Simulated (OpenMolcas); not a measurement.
Ir2+ among 6 point charges of -1.1 e arranged as an octahedron (Oh), 1.8 Å from the ion.
```
   1.8000    0.0000    0.0000  -1.10
   0.0000    1.8000    0.0000  -1.10
  -1.8000    0.0000    0.0000  -1.10
   0.0000   -1.8000    0.0000  -1.10
   0.0000    0.0000    1.8000  -1.10
   0.0000    0.0000   -1.8000  -1.10
```

```json
{
  "Program": "OpenMolcas 26.06",
  "Method": "SS-CASPT2, IPEA 0.25 Eh, imaginary shift 0.1 Eh (closed shells correlated: 5s 5p)",
  "Basis": "ANO-RCC-VDZP [7s6p4d2f]",
  "Scalar Hamiltonian": "DKH2, point nucleus",
  "Active space": "7 electrons in 5 orbitals (5d)",
  "State averaging": "2S+1 = 4 even, 10 roots; 2S+1 = 2 even, 40 roots",
  "Spin-orbit coupling": "RASSI with atomic mean-field integrals over the reference wave functions"
}
```

Question: What is the spin-free ground state (labels of O, the rotations of Oh)?

Answer: 4T1, 3-fold in its orbital part, 94 % from free-ion F terms; it has the highest spin that d7 allows.

Question: Where is the first state of the same spin?

Answer: 4T2 at 13500 cm-1 above the ground state.

Question: What are the lowest two levels with spin-orbit coupling?

Answer: A 2-fold level Γ6 with g = 4.72, 4.72, 4.72, then a 4-fold level Γ8 81 cm-1 above it. Their leading multiplicities are 4 (95 %) and 4 (62 %).

Question: What is χT at 300 K, and how does it compare with the textbook value?

Answer: The lowest level has 2S+1 = 4, for which the spin-only value is χT = S(S+1) / 2 = 1.875 cm3 K/mol (g = 2). The computed 2.758 at 300 K differs by +0.883, through orbital momentum, spin-orbit coupling and any other state in reach. With a threefold ground state the orbital momentum is unquenched, so the spin-only value is not expected to hold.

Question: Which ligand-field parameters describe the states?

Answer: A least-squares ligand-field fit to the states below 45000 cm-1, each weighted by its degeneracy and with a free common offset, gives 10Dq = 13895 cm-1, B = 657 cm-1 and C = 3100 cm-1 (C/B = 4.72), with an rms deviation of 459 cm-1. 

Roots that are degenerate in the reference are averaged as groups; the widest CASPT2 spread within a group is 430 cm-1 (the 3-fold group of multiplicity 2 near 13900 cm-1 above the lowest state of its run). Shifts and gaps below about the spread of the groups concerned are not significant. An orbital triplet at a regular site is open to Jahn-Teller coupling, which can distort the site and quench the lowest spin-orbit gaps and is left out. This shell can be high or low spin here, a state of another spin lies low, and with metal d orbitals alone active their balance is uncertain, so the ground spin may be wrong. Point charges give a weaker field than real ligands, and real ions of this kind are as a rule low spin; the high spin found here belongs to the model. Free-ion shares, where given, are those of the reference states; single-state CASPT2 does not remix them. This is an electrostatic model: the charges have no orbitals. No measured value stands beside these numbers.
